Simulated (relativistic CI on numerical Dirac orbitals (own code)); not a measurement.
# What each ingredient does to the levels of Pd³¹⁺

Base calculation: Dirac-Coulomb-Breit CI, KLI orbitals optimised for each configuration, model QED, unscaled Slater integrals.

Configuration list (outside the closed core [Ne]): 3s2.3p3, 3s.3p4, 3s2.3p2.3d, 3p5, 3s.3p3.3d, 3p4.3d, 3s.3p2.3d2, 3s2.3p.3d.4p, 3p4.4s, 3s.3p2.3d.4s, 3p4.4p, 3s2.3p2.4s, 3s2.3p2.4p, 3s2.3p2.4d, 3p3.3d.4p, 3s.3p3.4s, 3s2.3p2.4f, 3s.3p3.4p, 3s.3p3.4d, 3s.3p3.4f, 3s2.3p2.5s, 3s2.3p2.5p, 3s2.3p.4s.4p, 3s2.3p2.5d, 3s2.3p2.5f, 3s2.3p2.5g, 3s.3p2.4s2, 3s.3p3.5s, 3s2.3p.3d2, 3s2.3d3, 3s.3p.3d3, 3s2.3d2.4s, 3s2.3d2.4p, 3s2.3d2.4d, 3p3.3d2, 3p2.3d3, 3p2.3d2.4s, 3p2.3d2.4p, 3p2.3d2.4d, 3s2.3p.3d.4s, 3s.3p.3d2.4s, 3s2.3d.4s2, 3s2.3d.4s.4p, 3s2.3d.4s.4d, 3s.3p2.3d.4p, 3s.3p.3d2.4p, 3s.3p.3d.4s.4p, 3s.3p.3d.4p2, 3s.3p.3d.4p.4d, 3p3.3d.4s, 3p2.3d.4s2, 3p2.3d.4s.4p, 3p2.3d.4s.4d, 3s2.3p.4s2, 3s.3p.3d.4s2, 3s2.4s2.4p, 3s2.4s2.4d, 3s2.3p.4p2, 3s2.3d.4p2, 3s2.4s.4p2, 3s2.4p3, 3s2.4p2.4d, 3s.3p2.4s.4p, 3s.3p.4s2.4p, 3s.3p.4s.4p2, 3s.3p.4s.4p.4d. Double excitations out of closed p, d and f shells are left out; levels of such configurations are missing from the list, as are those of other unlisted configurations, and high levels can miss mixing partners. These lack a partner that the ground configuration has and come out too high: 3s2.3p2.4f, 3s.3p3.4d, 3s.3p3.4f, 3s2.3p2.5s, 3s2.3p2.5p.

Variants: (1) configuration mixing switched off; (2) Breit term removed. Shifts of the energy above 3s2.3p3 4S°_3/2, in cm⁻¹, for the lowest level and the first level of each name with at least 55 % of one term (blank where a level changes its place among those of its configuration and J or its character, or is not in the variant):

```tsv
Level	Base	Δ(1)	Δ(2)
3s2.3p3 4S°_3/2	0	0	0
3s2.3p3 2D°_5/2	302890	+2366	+5331
3s2.3p3 2P°_1/2	369636	+9221	+4178
3s2.3p3 2P°_3/2	622612	+10183	+8975
3s.3p4 4P_5/2	898914	+43409	+937
3s2.3p2.3d 4D_1/2	1237801	+7480	+6379
3s2.3p2.3d 4F_9/2	1358401	-14339	+12385
3s2.3p2.3d 2P_1/2	1554650		+9686
3s2.3p2.3d 2G_9/2	1644465	-10582	+15826
3s.3p3.3d 6D°_1/2	1867261	-33321	+2682
3s.3p3.3d 6D°_3/2	1868112	-30895	+3199
3s.3p3.3d 6D°_9/2	1925192	-36583	+7534
3s.3p3.3d 4F°_7/2	2146955	+19602	+9311
```

At this charge energies of transitions that change n are usually good to better than 1 %, and those within a shell (Δn = 0) to a few per cent.

Ionisation energy from the two ground configurations alone: base 1852.4 eV; Breit term removed 1853.43 eV. The NIST ASD value (semi-empirical) is 1869 eV.

LS names give the leading component of a level, which can be under half, so a name can repeat, a term be missing and a line seem to break the LS rules.
